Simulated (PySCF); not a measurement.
1,3-dibromopropa-1,2-diene (C3H2Br2), SMILES BrC=C=CBr.

Geometry: B3LYP-D3(BJ)/def2-SVP.

Two levels are set side by side: TDDFT-PBE/def2-SVPD (PySCF) and TDDFT-M06-2X/def2-SVPD (PySCF). Vertical, same geometry. The lowest singlet is HOMO→LUMO 53 %, HOMO−1→LUMO+1 46 % with PBE and HOMO→LUMO 49 %, HOMO−1→LUMO+1 46 % with the other functional; states are paired by order. Differences are taken from unrounded values.

```csv
quantity,TDDFT-M06-2X
lowest singlet excitation (eV),4.55
lowest triplet excitation (TDA) (eV),4.11
first bright state (f over 0.05) (eV),6.24
its oscillator strength,0.83
```

Task: What does TDDFT-PBE give, and how far is it from TDDFT-M06-2X? (Estimate from the structure and the level; the computed values follow.)

Result: 
```csv
quantity,TDDFT-PBE,TDDFT-PBE minus TDDFT-M06-2X
lowest singlet excitation (eV),4.25,-0.30
lowest triplet excitation (TDA) (eV),3.62,-0.50
first bright state (f over 0.05) (eV),5.15,-1.09
its oscillator strength,0.49,-0.34
```

Functionals without exact exchange tend to place singlet excitations lower, as here. Differences between two approximate levels are no errors against the true value.

Rough cost on one machine, each run with all the roots and properties that it gave: TDDFT-M06-2X against TDDFT-PBE about 20 times.
